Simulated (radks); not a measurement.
Task: Valence configurations of Bi II. Method: Dirac Kohn-Sham, LDA (Slater exchange, Perdew-Wang correlation), spin-unpolarised, spherical densities, point nucleus; open shells fill j = l - 1/2 first; computed with a radial shooting solver on a logarithmic mesh with Libxc functionals. Order these by energy: [Xe] 4f11.5 5d10 6s2 6p4.5; [Xe] 4f13 5d10 6s0.5 6p4.5; [Xe] 4f13.5 5d10 6s1.5 6p3; [Xe] 4f13.5 5d10 6s2 6p2.5; [Xe] 4f13.5 5d10 6p4.5; [Hg] 6p2; [Xe] 4f13 5d10 6s2 6p3; [Xe] 4f14 5d10 6s1.5 6p2.5; [Xe] 4f14 5d10 6s1 6p3.

Result: From the lowest, in eV above it: [Hg] 6p2 0.000; [Xe] 4f14 5d10 6s1.5 6p2.5 5.596; [Xe] 4f14 5d10 6s1 6p3 11.293; [Xe] 4f13.5 5d10 6s2 6p2.5 75.599; [Xe] 4f13.5 5d10 6s1.5 6p3 81.492; [Xe] 4f13.5 5d10 6p4.5 99.752; [Xe] 4f13 5d10 6s2 6p3 155.94; [Xe] 4f13 5d10 6s0.5 6p4.5 174.79; [Xe] 4f11.5 5d10 6s2 6p4.5 426.27. NIST lists [Hg] 6p2 as the ground configuration; this level of theory agrees among the configurations tried. The energies are those of spherical spin-averaged densities, not of single terms.
